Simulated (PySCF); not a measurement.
# BrTaN + HF → FTaN + HBr

Level: PBE0 in the def2-TZVP basis family, computed in PySCF with density fitting; scalar-relativistic core potentials for atoms from Rb on, none lighter, no spin–orbit coupling; open shells unrestricted.

| species | state and structure | E (Eh) | ZPE (kJ/mol) | H(298 K) − H(0) (kJ/mol) | S° (J/(mol K)) |
| --- | --- | --- | --- | --- | --- |
| BrTaN | doublet, Cs, Ta–Br 2.441 Å, Ta–N 1.680 Å; Br–Ta–N 105.7° | -2685.55170 | 9.4 | 12.7 | 312.5 |
| HF | singlet, C∞v, H–F 0.920 Å | -100.39188 | 24.9 | 8.7 | 173.6 |
| FTaN | doublet, Cs, Ta–F 1.872 Å, Ta–N 1.683 Å; F–Ta–N 104.6° | -211.48419 | 12.3 | 11.4 | 288.8 |
| HBr | singlet, C∞v, H–Br 1.421 Å | -2574.45811 | 16.0 | 8.7 | 198.5 |

Task: What is the electronic reaction energy?

Result: At PBE0/def2-TZVP, ΔE = 3.4 kJ/mol from the differences of the total energies times 2625.5, uphill. Ligand exchange with HF takes part in thermal etching.

Task: Add zero-point, thermal and entropy terms for 298.15 K and 1 bar.

Result: ΔZPE = -6.0 and Δ[H(298) − H(0)] = -1.3 kJ/mol give ΔH° = -3.9 kJ/mol. ΔS° = 1.2 J/(mol K), so ΔG° = -3.9 − 298.15 × (0.0012) = -4 kJ/mol and log₁₀K = 0.7.

Spin–orbit coupling can matter for BrTaN, FTaN and is left out. Open d or f shells are single determinants, so the state found may not be the ground state. Only the bonding shown was studied: isomers, or loss of a ligand pair, can lie lower.
